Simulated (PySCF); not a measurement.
**How methods differ on the ionisation energy of Ca⁴⁺**

Ca⁴⁺ [Ne] 3s2 3p4 (3P) → Ca⁵⁺ [Ne] 3s2 3p3 (4S), as a difference of total energies. Computed with PySCF 2.14 in an even-tempered Gaussian basis (21 s from 0.054 bohr⁻², ratio 2.5; 14 p from 0.071 bohr⁻², ratio 2.5; 5 d from 1.5 bohr⁻², ratio 2.7; 5 f from 2.3 bohr⁻², ratio 2.7), with scalar relativity by spin-free X2C-1e. Correlated levels: outer shells: 1s2 frozen; virtual orbitals above 40 to 60 times the deepest correlated orbital energy dropped. The calculations carry no spin-orbit coupling.

```csv
method,ionisation energy (eV)
UHF,82.796
LDA,84.431
PBE,84.314
PBE0,84.303
r2SCAN,84.252
BLYP,84.284
M06-2X,84.254
MP2 (outer shells),83.617
SCS-MP2 (outer shells),83.689
```

**Question.** How much does correlation contribute at MP2 (outer shells)?

**Answer.** 83.617 − (82.796) = 0.821 eV, measured against UHF.

A first-order spin-orbit estimate (lowest level to lowest level, LS coupling) adds 0.134 eV.

For comparison: 84.34 ± 0.08 eV (semi-empirical (NIST evaluation); NIST Atomic Spectra Database, ionization energies).
